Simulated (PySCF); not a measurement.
CH5NOZn, SMILES [Zn]([O]C)[NH2].

Coordinates come from a PBE-D3(BJ)/def2-SVP optimisation. The structure was generated by enumeration; whether it is a known compound was not checked. Other conformers were not sampled.

Level of theory: PySCF 2.14.0 with PBE-D3(BJ)/def2-SVP.

Frequencies are harmonic and unscaled.

```csv
mode,ν (cm⁻¹),IR (km/mol),moving atoms (share of kinetic energy)
1,85,28.4,"H 88 %, N 8 %"
2,92,3.0,"H 55 %, N 24 %, Zn 14 %"
3,101,1.0,"N 34 %, Zn 22 %, H 22 %, C 20 %"
4,160,2.3,"H 40 %, O 34 %, Zn 20 %"
5,238,11.3,"O 34 %, C 23 %, Zn 21 %, H 16 %"
6,500,84.3,"N 44 %, H 38 %, O 15 %"
7,548,60.4,"H 43 %, O 35 %, N 10 %, C 8 %"
8,692,44.1,"N 39 %, Zn 31 %, H 17 %, O 10 %"
9,778,16.1,"H 90 %, N 9 %"
10,1120,191.3,"O 41 %, C 38 %, H 21 %"
11,1127,0.0,"H 77 %, C 19 %"
12,1159,54.2,"H 57 %, C 24 %, O 18 %"
13,1418,0.8,H 96 %
14,1422,0.0,H 96 %
15,1431,54.8,"H 88 %, C 11 %"
16,1497,7.5,"H 92 %, N 8 %"
17,2856,160.3,H 97 %
18,2903,91.4,"H 90 %, C 10 %"
19,2958,63.9,"H 91 %, C 9 %"
20,3409,3.5,H 96 %
21,3496,3.5,"H 92 %, N 8 %"
```
